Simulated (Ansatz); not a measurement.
Cartesian coordinates (Å):
```xyz
8

C      1.4303    -0.1486    -0.2535
C      0.2243     0.3275    -0.3982
C     -1.1212     0.1694     0.1443
H      2.2689     0.2021    -0.8479
H      1.6486    -0.9296     0.4807
H     -1.1412    -0.6008     0.9287
H     -1.4839     1.1043     0.5803
H     -1.8297    -0.1246    -0.6350
```
Charge 0, spin multiplicity 2.

Method: frozen-core CCSD(T)/cc-pVTZ // PBE0-D4/def2-TZVP (Ansatz, an electronic-structure program).

The HF energy comes out as -116.47630 Ha and the MP2 correlation energy is -0.46066 Ha.

Q: Estimate the CCSD correlation energy, the (T) correction, the total energy and the T1 diagnostic.

A: 
```json
{
  "CCSD correlation energy": "-0.50281 Ha",
  "(T) correction": "-0.02112 Ha",
  "CCSD(T) total energy": "-117.00023 Ha",
  "T1 diagnostic": "0.032"
}
```
